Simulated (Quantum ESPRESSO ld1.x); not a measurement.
Problem. Species: the carbon ion C+. Configuration: [He] 2s2 2p1. Method: scalar-relativistic Kohn-Sham, LDA (Slater exchange, Perdew-Wang correlation), spin-polarised, spherical densities, point nucleus; open shells are filled with parallel spins first; computed with ld1.x of Quantum ESPRESSO 7.5. Some entries of the table are withheld. Estimate them.

orbital,occ.,eigenvalue (hartree),r(max) (bohr)
1s up,1,-10.5088,0.1752
1s down,1,-10.4856,0.1751
2s up,1,-0.96650,(1)
2s down,1,-0.90450,(2)
2p up,1,-0.65483,1.089
2p down,0,-0.59280,1.114

Solution. 
(1) 2s up r(max) (bohr): 1.171
(2) 2s down r(max) (bohr): 1.184
